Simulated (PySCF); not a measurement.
Static polarisabilities and like-pair C6 coefficients by linear response at CAM-B3LYP/def2-SVPD (PySCF, frozen core in the response, non-relativistic, gas phase), PBE0-D3(BJ)/def2-SVP geometries, one conformer each; atomic units unless stated. Spin–orbit coupling is left out although an atom past zinc is present.

```json
{"label": "P", "species": "`C(C)([C@H](C)C#N)(C)C`", "α": "87.0", "C6": "3399"}
{"label": "Q", "species": "`CC(C)C(C)(C)C#N`", "α": "86.7", "C6": "3390"}
{"label": "R", "species": "`C[O+]1[AlH2-][O+](C)[AlH-]1[F]`", "α": "81.1", "C6": "2622"}
{"label": "S", "species": "`FC(Cl)(C(F)(F)Cl)F`", "α": "55.5", "C6": "1567"}
{"label": "T", "species": "`C=[Se]`", "α": "41.2", "C6": "549.1"}
{"label": "U", "species": "`C(/C=C/C)[C@H](/C=N/[H])C`", "α": "94.6", "C6": "3690"}
```

Task: Estimate the unlike-pair coefficients by the rule C6(AB) = 2·C6(AA)·C6(BB) / [C6(AA)·αB/αA + C6(BB)·αA/αB], and compare with the geometric mean, for PR, PT, PU, RS, RU, ST, SU and TU.

Result: 
```csv
pair,combination rule,geometric mean,ratio
PR,2980,2985,0.998
PT,1348,1366,0.987
PU,3539,3542,0.999
RS,2012,2027,0.993
RU,3110,3110,1.000
ST,904.4,927.7,0.975
SU,2392,2405,0.994
TU,1413,1424,0.993
```

The rule is exact for one-pole polarisabilities and never exceeds the geometric mean; the two meet where both partners have the same effective excitation energy. These unlike-pair values are estimates, not computed integrals.
